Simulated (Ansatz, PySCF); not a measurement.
Energy difference R1 → P1 + P2, each structure at its B3LYP-D3(BJ)/def2-TZVP stationary point, reached from a drawn start (curvature not checked).
R1, H4Sn (SMILES [SnH4]) (charge 0, multiplicity 1):
```xyz
5

Sn     0.0000     0.0000     0.0000
H     -1.1226     1.1770    -0.5229
H      0.2548    -1.1383    -1.2483
H     -0.6125    -0.7972     1.3814
H      1.4804     0.7586     0.3899
```
P1, H2Sn (SMILES [SnH2]) (charge 0, multiplicity 1):
```csv
atom,x (Å),y (Å),z (Å)
Sn,0.0000,0.0000,-0.8353
H,1.2653,0.0000,0.4177
H,-1.2653,0.0000,0.4177
```
P2: H2 (SMILES [H][H]), charge 0, multiplicity 1.

P less R. No zero-point or thermal terms; no spin–orbit coupling.

Frozen-core correlation throughout. In cc and def2 sets filled d and f shells under p-block atoms count as core.

The values were computed with Ansatz (Gaussian orbitals); PySCF for the D3/D4 terms. No computed number here is a measurement. Elements past Kr take the def2 small-core potentials, without spin–orbit coupling.

**Question.** Predict the reaction energy from CCSD(T)/def2-SVP.

**Answer.** 89 kJ/mol

**Question.** Estimate the reaction energy that wB97M-V/def2-TZVPP returns for this input.

**Answer.** 99 kJ/mol

**Question.** Give the reaction energy at the level BLYP-D3(BJ)/def2-TZVPP.

**Answer.** 66 kJ/mol

Ansatz is a quantum-chemistry and plane-wave program.
